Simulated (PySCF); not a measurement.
AlI2, SMILES [I][Al][I], multiplicity 2.

The structure is a stationary point at B3LYP-D3(BJ)/def2-SVP. The spin state was assumed, not searched. The isomer is the one that the SMILES or the coordinates give; other isomers of the formula were not compared. The def2 effective core potentials stand for the cores of I; spin–orbit coupling is left out.

These are TDA-LC-ωPBE/def2-SVPD in PySCF values and carry that method's errors.

Vertical excitations. Isolated molecule, no solvent.

List the lowest excited states. (Estimate from the structure and the level; the computed values follow.)


```csv
state,energy (eV),λ (nm),f,main pairs
root 1,2.68,463,0.020,α HOMO→LUMO 95 %
root 2,3.69,336,0.000,β HOMO→LUMO 93 %
root 3,3.84,323,0.000,β HOMO−1→LUMO 93 %
root 4,4.17,298,0.006,β HOMO−2→LUMO 85 %
root 5,4.18,297,0.010,β HOMO−3→LUMO 91 %
root 6,4.72,263,0.018,"α HOMO−2→LUMO 30 %, β HOMO−4→LUMO 61 %"
root 7,4.74,262,0.074,"α HOMO→LUMO+1 69 %, α HOMO→LUMO+2 11 %"
root 8,4.92,252,0.000,α HOMO−1→LUMO 95 %
root 9,5.10,243,0.002,"α HOMO−2→LUMO 43 %, α HOMO→LUMO+3 11 %, α HOMO→LUMO+6 8 %, β HOMO−4→LUMO 20 %, β HOMO−1→LUMO+1 12 %"
root 10,5.24,237,0.004,"α HOMO−3→LUMO 69 %, β HOMO−3→LUMO+1 19 %"
```
Unrestricted roots are not spin-pure.
